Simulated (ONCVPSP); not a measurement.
**Reading a pseudo-wave (Cu)**

Columns: radius, all-electron u(r) and pseudo u(r) of the 3s shell (level -114.50 eV) of copper in the configuration [Ne] 3s2 3p6 3d10 4s1; BLYP, scalar-relativistic, ONCV scheme, ONCVPSP 4.0.1.

| r (bohr) | all-electron | pseudo |
| --- | --- | --- |
| 0.070 | -0.0318 | 0.2295 |
| 0.140 | -0.6710 | 0.4492 |
| 0.210 | -0.5608 | 0.6503 |
| 0.280 | -0.0636 | 0.8252 |
| 0.350 | 0.4764 | 0.9684 |
| 0.420 | 0.9004 | 1.0757 |
| 0.490 | 1.1691 | 1.1450 |
| 0.560 | 1.2983 | 1.1766 |
| 0.630 | 1.3213 | 1.1728 |
| 0.700 | 1.2729 | 1.1381 |
| 0.770 | 1.1820 | 1.0786 |
| 0.840 | 1.0692 | 1.0000 |
| 0.910 | 0.9488 | 0.9087 |
| 0.980 | 0.8301 | 0.8102 |
| 1.050 | 0.7182 | 0.7102 |
| 1.120 | 0.6161 | 0.6136 |
| 1.190 | 0.5248 | 0.5243 |
| 1.260 | 0.4447 | 0.4445 |
| 1.330 | 0.3750 | 0.3749 |
| 1.400 | 0.3151 | 0.3150 |
| 1.470 | 0.2639 | 0.2638 |
| 1.540 | 0.2205 | 0.2204 |
| 1.610 | 0.1837 | 0.1837 |
| 1.680 | 0.1528 | 0.1528 |
| 1.750 | 0.1269 | 0.1269 |
| 1.820 | 0.1052 | 0.1052 |

**Question.** How many radial nodes do the two functions have?

**Answer.** The all-electron 3s function has n − l − 1 = 2 (the table is too coarse to show those close to the nucleus); the pseudo-wave has 0, since the states of the same l below it are removed with the core.

**Question.** At about which radius was the pseudo-wave matched?

**Answer.** 1.40 bohr. The columns agree to 0.0005 from 1.26 bohr on; several derivatives are matched, so the curves merge somewhat inside the radius.

**Question.** Is the pseudo-wave norm-conserving?

**Answer.** Yes: the ONCV scheme keeps the norm inside the radius equal to the all-electron one, which fixes the energy derivative of the logarithmic derivative at the level.
